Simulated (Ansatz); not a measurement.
One geometry of C2H6Co⁺, that is CoMe2 with one electron fewer, several levels of theory.

```yaml
crystal:
  periodic: [false, false, false]
  atoms:
    - {symbol: Co, position_ang: [-0.000430, 0.000110, 0.000087]}
    - {symbol: C, position_ang: [0.014364, -0.003128, 2.035372]}
    - {symbol: H, position_ang: [-0.466100, 0.944043, 2.285412]}
    - {symbol: H, position_ang: [1.077944, -0.059723, 2.272189]}
    - {symbol: H, position_ang: [-0.563221, -0.894922, 2.283612]}
    - {symbol: C, position_ang: [-0.014422, 0.003157, -2.035513]}
    - {symbol: H, position_ang: [-1.078496, 0.045415, -2.273092]}
    - {symbol: H, position_ang: [0.478962, -0.937534, -2.284784]}
    - {symbol: H, position_ang: [0.551399, 0.902583, -2.283282]}
basis:
  gaussian: {orbitals: def2-TZVP, initial_orbitals: start.molden}
total_charge: 1
magnetization: {spin_polarized: true, initial_magnetization: 4}
hamiltonian: {xc: pbe0, dispersion: d4}
scf: {omitted_lower_state_checks: [starts]}
output: {orbitals: {seedname: orbitals}}
```

The file start.molden holds the orbitals of an earlier run on this structure, at another level or in another basis.

```sh
$ ansatz run in.yaml --threads 4 --pin off --events-out ev --progress --plain --max-ram 3916MiB
```

Shortened log:

```
Functional definition: PBE0
1159 factors; their error is unknown
mean field evaluation 1: about -39781.4657 eV, gradient 2.3e-1 eV
mean field evaluation 2: about -39781.5870 eV, gradient 7.0e-5 eV
mean field evaluation 4: about -39781.5870 eV, gradient 2.6e-5 eV
mean field evaluation 8: about -39781.5870 eV, gradient 1.1e-5 eV
mean field -39781.58699400 eV, -1461.9463571013 hartree, gradient 9.1e-6 eV, S^2 6.005396; 0 other end points of the search recorded, 0 dependent functions left out
reference -39781.58702906 eV, -1461.9463583898 hartree; 24, 20 occupied and 119, 123 virtual orbitals, 1159 factors
Total energy: -39781.66595602 eV, -1461.9492589019 hartree
Checks for a lower state left out: starts
```

Hardware: 4 threads of Arm Neoverse V2 on a shared host. Wall time 6 s, peak host memory 0.56 GiB.

First input, but with `hamiltonian: {xc: pbe, dispersion: d4}` (abridged; 4.2 s):

```
Functional definition: PBE
mean field -39780.97849880 eV, -1461.9239953152 hartree, gradient 7.1e-6 eV, S^2 6.003439
Total energy: -39781.07291926 eV, -1461.9274652031 hartree
Checks for a lower state left out: starts
```

Geometry: PBE0-D4/def2-TZVP.

The order of the spin states hangs on the level: the triplet lies 0.09 eV below the quintet at PBE-D4/def2-TZVP, but 0.18 eV above it at PBE0-D4/def2-TZVP. The triplet is doubtful at PBE-D4/def2-TZVP (⟨S²⟩ 2.32, where a pure state has 2.00). The triplet is doubtful at PBE0-D4/def2-TZVP (⟨S²⟩ 2.74, where a pure state has 2.00).
